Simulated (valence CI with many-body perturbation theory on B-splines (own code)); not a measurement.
# Level structure of Tm⁶²⁺

Method: valence CI with perturbative core correlation (CI+MBPT): five valence electrons over a frozen Dirac-Fock core [He], radial functions for each j: 11 s, 11 p, 10 d, 8 f, 5 g, 2 h, with the one-electron correlation potential Σ1 (screened to all orders), the two-electron term Σ2, the three-electron term Σ3, Breit, model QED; selected single and double excitations, second order for the rest, scaled by the run's own slope (own B-spline code, finite nucleus).

No measured spectrum was set against this ion. As an estimate, large intervals hold to a few tenths of a per cent, small ones and those within an open d or f shell to about a per cent. Among the levels kept, up to 7400 cm⁻¹ of a level comes from second order outside the variational space, and about a tenth of that is noise between levels of different J, which matters for small intervals.

Levels 181 to 198 of 198, with energies above the lowest level, (2s^2 2p1/2^2 2p3/2) J=3/2. "Leading %" is the weight of the configuration and term that name the level; weights of strongly mixed levels are sums over their largest components and can fall short, so below about 35 % the name and the second component can differ from the true leading terms, or belong to a minority configuration. In the jj column 3d3/2^4 stands for four electrons in 3d with j = 3/2. Lifetimes count E1, E2, E3, M1 and M2 decay at the calculated energies, and are blank where another channel may lead or the interval is too uncertain; long ones can be off by a factor of two.

| No. | Configuration | Term | J | E (eV) | Leading % | Leading jj | Lifetime | g |
| --- | --- | --- | --- | --- | --- | --- | --- | --- |
| 181 | 2s2p³3d | ⁴D° | 7/2 | 10608 | 53 | 2s 2p1/2 2p3/2^2 3d5/2 (98 %) | 15.4 fs | 1.231 |
| 182 | 2s2p³3d | ⁴D° | 5/2 | 10615 | 38 | 2s 2p1/2 2p3/2^2 3d5/2 (99 %) | 2.01 fs | 1.255 |
| 183 | 2s2p³3d | ²G° | 9/2 | 10620 | 81 | 2s 2p1/2 2p3/2^2 3d5/2 (99 %) | 67.5 fs | 1.121 |
| 184 | 2s2p³3d | ²F° | 7/2 | 10624 | 56 | 2s 2p1/2 2p3/2^2 3d5/2 (99 %) | 13.8 fs | 1.162 |
| 185 | 2s2p³3d | ²F° | 7/2 | 10629 | 49 | 2s 2p1/2 2p3/2^2 3d5/2 (99 %) | 844 as | 1.190 |
| 186 | 2s2p³3d | ²D° | 3/2 | 10631 | 48 | 2s 2p1/2 2p3/2^2 3d5/2 (97 %) | 786 as | 1.009 |
| 187 | 2s2p³3d | ²F° | 5/2 | 10635 | 39 | 2s 2p1/2 2p3/2^2 3d5/2 (99 %) | 2.65 fs | 1.102 |
| 188 | 2s2p³3d | ²P° | 3/2 | 10637 | 37 | 2s 2p1/2 2p3/2^2 3d5/2 (98 %) | 5.97 fs | 1.146 |
| 189 | 2s2p³3d | ²S° | 1/2 | 10638 | 48 | 2s 2p1/2 2p3/2^2 3d5/2 (97 %) | 734 as | 1.316 |
| 190 | 2s²2p²4s | ⁴P | 1/2 | 10641 | 46 | 2s^2 2p1/2^2 4s (100 %) | 9.32 fs | 1.996 |
| 191 | 2s2p³3d | ²P° | 3/2 | 10648 | 39 | 2s 2p1/2 2p3/2^2 3d5/2 (97 %) | 485 as | 1.204 |
| 192 | 2s2p³3d | ²D° | 5/2 | 10650 | 43 | 2s 2p1/2 2p3/2^2 3d5/2 (97 %) | 517 as | 1.056 |
| 193 | 2s²2p²4p | ²P° | 1/2 | 10680 | 46 | 2s^2 2p1/2^2 4p1/2 (100 %) | 14.3 fs | 0.656 |
| 194 | 2p⁴3p | ⁴D° | 7/2 | 10740 | 67 | 2p1/2^2 2p3/2^2 3p3/2 (98 %) | 3.53 fs | 1.314 |
| 195 | 2p⁴3p | ²D° | 5/2 | 10740 | 50 | 2p1/2^2 2p3/2^2 3p3/2 (98 %) | 3.37 fs | 1.312 |
| 196 | 2p⁴3p | ²P° | 1/2 | 10741 | 49 | 2p1/2^2 2p3/2^2 3p3/2 (98 %) | 3.18 fs | 1.286 |
| 197 | 2p⁴3p | ²P° | 3/2 | 10785 | 46 | 2p1/2^2 2p3/2^2 3p3/2 (98 %) | 3.42 fs | 1.312 |
| 198 | 2s²2p²4p | ²P° | 3/2 | 10808 | 35 | 2s^2 2p1/2^2 4p3/2 (100 %) | 21.2 fs | 1.328 |
